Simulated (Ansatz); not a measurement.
`[OH][GeH]([F])[SiH2]Cl` + H₂S → `[OH][GeH]([F])[SH]` + `[SiH3]Cl`  (cleavage of the Ge–Si bond)

Calculated with Ansatz (gas phase, PBE0-D4/def2-TZVP geometries, no zero-point term in ΔE). CCSD(T)/CBS adds triple-zeta CCSD(T) − MP2 to the extrapolated MP2 energy (def2 sets, frozen cores). This one scheme is used for every species. Functionals use def2-TZVPP. B3LYP here is the variant with VWN-RPA as its local correlation; programs differ in this. For Ge outer-core shells are correlated without core-valence functions, which leaves a few kJ/mol of doubt a bond. Scalar relativity is left out up to krypton. Each species was taken in one conformer, which may not be the lowest.

Question: Is it downhill or uphill in electronic energy at CCSD(T)/CBS, and by how much? (Estimate.)

Answer: The calculation gave: Downhill: ΔE = -11.1 kcal/mol.

Question: What do these levels give: ωB97M-V, B2PLYP, PBE, r2SCAN, PBE0, B3LYP, HF/def2-TZVPP, SCS-MP2/def2-TZVPP, HF/def2-QZVPP, SCS-MP2/def2-QZVPP, HF/CBS(def2), CCSD/CBS(def2)? (Best estimate.)

Answer: Ansatz gave: ωB97M-V -11.4, B2PLYP -12.0, PBE -9.3, r2SCAN -11.2, PBE0 -10.6, B3LYP -11.1, HF/def2-TZVPP -14.8, SCS-MP2/def2-TZVPP -13.2, HF/def2-QZVPP -14.8, SCS-MP2/def2-QZVPP -12.9, HF/CBS(def2) -14.8, CCSD/CBS(def2) -11.2 kcal/mol.

Largest T1 diagnostic among the species: 0.012.

In def2-TZVPP, CCSD(T) changes the Hartree–Fock value by +3.1 kcal/mol (the triples alone add +0.1 kcal/mol) and MP2 by +1.6 kcal/mol. From PBE to PBE0 (25 % exact exchange), in def2-TZVPP and without D4, ΔE moves by −1.2 kcal/mol. The D4 term adds +1.0 kcal/mol with B3LYP and +0.6 kcal/mol with PBE0; it sums over pairs of atoms, weighted by their polarisabilities, and B3LYP, whose exchange is more repulsive, gets the larger term.
